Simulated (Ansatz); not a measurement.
Start from `CC[O][AlH][F]` and change one atom or group to get `C#COCC`.

Ansatz, PBE0-D4/def2-TZVP geometries, multiplicity 1. Each molecule was computed in one conformer, which needn't be the lowest.

| property | `CC[O][AlH][F]` |
| --- | --- |
| size of the dipole moment (ωB97M-V/def2-TZVPP) / D | 2.30 |
| size of the dipole moment (PBE/def2-TZVPP) / D | 2.23 |
| LUMO energy (PBE0/def2-TZVPP) / eV | -0.47 |
| HOMO–LUMO gap (B3LYP/def2-TZVPP) / eV | 7.42 |
| LUMO energy (B3LYP/def2-TZVPP) / eV | -0.71 |
| HOMO energy (ωB97M-V/def2-TZVPP) / eV | -10.74 |

**Question.** What does the change do to each property? (Best estimate.)

**Answer.** Computed: 
| property | `C#COCC` | shift |
| --- | --- | --- |
| size of the dipole moment (ωB97M-V/def2-TZVPP) / D | 2.17 | -0.13 |
| size of the dipole moment (PBE/def2-TZVPP) / D | 2.19 | -0.04 |
| LUMO energy (PBE0/def2-TZVPP) / eV | 1.13 | 1.60 |
| HOMO–LUMO gap (B3LYP/def2-TZVPP) / eV | 7.50 | 0.08 |
| LUMO energy (B3LYP/def2-TZVPP) / eV | 0.78 | 1.49 |
| HOMO energy (ωB97M-V/def2-TZVPP) / eV | -9.22 | 1.52 |

With PBE0 the HOMO rises by 1.40 eV and the LUMO rises by 1.60 eV, so the gap widens by about 0.20 eV. PBE moves the HOMO by 1.16 eV and ωB97M-V by 1.52 eV. Dipoles are sizes alone; their direction can turn.

Positive LUMOs are unbound, so they and the gaps depend on the basis.

B3LYP here is the variant with VWN-RPA as its local correlation; programs differ in this.
